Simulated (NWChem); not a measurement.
System: C₅H₈NO, doublet; SMILES CN1CC[CH]C1=O

Input file for NWChem:

```
start job
memory heap 200 mb stack 900 mb global 1100 mb
geometry units angstroms noautosym nocenter noautoz
  C      1.279084     1.660577    -0.147493
  N      0.548022     0.420401    -0.083691
  C      1.200167    -0.875597    -0.046042
  C      0.029722    -1.899261     0.018117
  C     -1.190057    -1.044993     0.007821
  C     -0.842452     0.368960    -0.054701
  O     -1.586443     1.346661    -0.078809
  H      0.546963     2.470973    -0.164775
  H      1.935563     1.782857     0.725682
  H      1.899672     1.712536    -1.053336
  H      1.825750    -1.023972    -0.938110
  H      1.861928    -0.954460     0.828580
  H      0.090792    -2.525514     0.920270
  H      0.056355    -2.596115    -0.832438
  H     -2.212891    -1.396516     0.041607
end
basis spherical
  * library 6-31g*
end
dft
  odft
  mult 2
  xc hfexch
  iterations 150
  mulliken
end
task dft energy
esp
  recalculate
  probe 0.07
  range 0.3
  factor 1.0
  spacing 0.02
end
task esp
```

NWChem printed, in part:

```
             Northwest Computational Chemistry Package (NWChem) 7.3.0
             --------------------------------------------------------

                             Geometry "geometry" -> ""
                             -------------------------

 Output coordinates in angstroms (scale by  1.889725989 to convert to a.u.)

  No.       Tag          Charge          X              Y              Z
 ---- ---------------- ---------- -------------- -------------- --------------
    1 C                    6.0000     1.27908400     1.66057700    -0.14749300
    2 N                    7.0000     0.54802200     0.42040100    -0.08369100
    3 C                    6.0000     1.20016700    -0.87559700    -0.04604200
    4 C                    6.0000     0.02972200    -1.89926100     0.01811700
    5 C                    6.0000    -1.19005700    -1.04499300     0.00782100
    6 C                    6.0000    -0.84245200     0.36896000    -0.05470100
    7 O                    8.0000    -1.58644300     1.34666100    -0.07880900
    8 H                    1.0000     0.54696300     2.47097300    -0.16477500
    9 H                    1.0000     1.93556300     1.78285700     0.72568200
   10 H                    1.0000     1.89967200     1.71253600    -1.05333600
   11 H                    1.0000     1.82575000    -1.02397200    -0.93811000
   12 H                    1.0000     1.86192800    -0.95446000     0.82858000
   13 H                    1.0000     0.09079200    -2.52551400     0.92027000
   14 H                    1.0000     0.05635500    -2.59611500    -0.83243800
   15 H                    1.0000    -2.21289100    -1.39651600     0.04160700

 Effective nuclear repulsion energy (a.u.)     303.4399361212

  xc_inp: hfexch multiplicative factor not found.

                                 NWChem DFT Module
                                 -----------------

 Summary of "ao basis" -> "ao basis" (spherical)
 ------------------------------------------------------------------------------
       Tag                 Description            Shells   Functions and Types
 ---------------- ------------------------------  ------  ---------------------
 C                           6-31g*                  6       14   3s2p1d
 N                           6-31g*                  6       14   3s2p1d
 O                           6-31g*                  6       14   3s2p1d
 H                           6-31g*                  2        2   2s

            General Information
            -------------------
          SCF calculation type: DFT
          Wavefunction type:  spin polarized.
          No. of atoms     :    15
          No. of electrons :    53
           Alpha electrons :    27
            Beta electrons :    26
          Charge           :     0
          Spin multiplicity:     2
          Use of symmetry is: off; symmetry adaption is: off
          Maximum number of iterations: 150
          AO basis - number of functions:   114
                     number of shells:    58
          Convergence on energy requested:  1.00D-06
          Convergence on density requested:  1.00D-05
          Convergence on gradient requested:  5.00D-04

              XC Information
              --------------
                     Hartree-Fock (Exact) Exchange  1.000

      Superposition of Atomic Density Guess
      -------------------------------------

 Sum of atomic energies:        -321.33522153

      Non-variational initial energy
      ------------------------------

 Total energy =    -325.768377
 1-e energy   =   -1036.397570
 2-e energy   =     407.189257
 HOMO         =      -0.143043
 LUMO         =       0.122068

[...]

                     NWChem Electrostatic Potential Fit Module
                     -----------------------------------------

 Atom parameters

 Number of atoms is                                   15
 Number of basis functions is                        114

 Grid parameters

 Maximum number of grid points is                  49486
 Number of grid points is                          49485
 Grid range                                     0.300000 nm
 Grid spacing                                   0.020000 nm
 Probe radius                                   0.070000 nm
 Atom radius factor                             1.000000

 Atomic radii

    1    0.100000
    6    0.147000
    7    0.140000
    8    0.136000
 FASTESP  F
  using M.O. file = ./job.movecs

    Atom              Coordinates                           Charge

                                                  ESP

    1 C     0.127908    0.166058   -0.014749    0.027994
    2 N     0.054802    0.042040   -0.008369   -0.216301
    3 C     0.120017   -0.087560   -0.004604    0.144530
    4 C     0.002972   -0.189926    0.001812   -0.023229
    5 C    -0.119006   -0.104499    0.000782   -0.156110
    6 C    -0.084245    0.036896   -0.005470    0.524363
    7 O    -0.158644    0.134666   -0.007881   -0.591439
    8 H     0.054696    0.247097   -0.016478    0.074076
    9 H     0.193556    0.178286    0.072568    0.014706
   10 H     0.189967    0.171254   -0.105334    0.013757
   11 H     0.182575   -0.102397   -0.093811    0.001773
   12 H     0.186193   -0.095446    0.082858    0.001053
   13 H     0.009079   -0.252551    0.092027    0.032970
   14 H     0.005636   -0.259612   -0.083244    0.033284
   15 H    -0.221289   -0.139652    0.004161    0.118572
                                            ------------
                                               -0.000000

 Dipole moment                                  1.721838

 Quadrupole moment Qxx                          0.813420
                   Qyy                          2.237135
                   Qzz                         -3.050556

 RMS deviation kJ/mol                           0.050817

 RRMS %                                        19.777881
```

Level: UHF/6-31G* (spherical d). Geometry: optimised at B3LYP/6-31G* (spherical d), spin-unrestricted. No stability test was run on the SCF state.
